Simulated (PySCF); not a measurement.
CF5In, SMILES F[C](F)(F)[In]([F])[F].

Geometry optimised at r2SCAN-D4/def2-SVP. The structure was generated by enumeration; whether it is a known compound was not checked. The def2 effective core potentials stand for the cores of In; spin–orbit coupling is left out.

All values below come from r2SCAN-D4/def2-SVP run with PySCF.

Frequencies are harmonic and unscaled.

A small imaginary wavenumber (i) marks a very flat motion, where grid noise or a shallow saddle decides the sign.

Computed harmonic wavenumbers and intensities:
```tsv
mode	ν (cm⁻¹)	IR (km/mol)	Raman (Å⁴/amu)	depolarisation	moving atoms (share of kinetic energy)
1	5i	0.0	0.1	0.75	F 100 %
2	62	8.6	0.5	0.75	F 84 %, In 16 %
3	92	22.0	0.0	–	F 78 %, In 22 %
4	133	27.5	1.3	0.70	F 93 %
5	203	7.1	0.4	0.73	F 74 %, In 17 %, C 9 %
6	208	2.3	1.9	0.74	F 83 %, C 10 %
7	239	8.4	8.2	0.18	F 62 %, In 31 %
8	522	0.0	0.9	0.75	F 92 %
9	522	0.0	0.8	0.75	F 92 %
10	611	70.8	17.1	0.07	F 89 %, In 10 %
11	626	60.2	4.9	0.74	F 82 %, In 18 %
12	731	9.8	6.2	0.02	F 83 %, C 16 %
13	1120	401.2	19.7	0.26	C 70 %, F 30 %
14	1158	233.5	2.9	0.71	C 71 %, F 29 %
15	1170	239.5	1.3	0.71	C 72 %, F 28 %
```
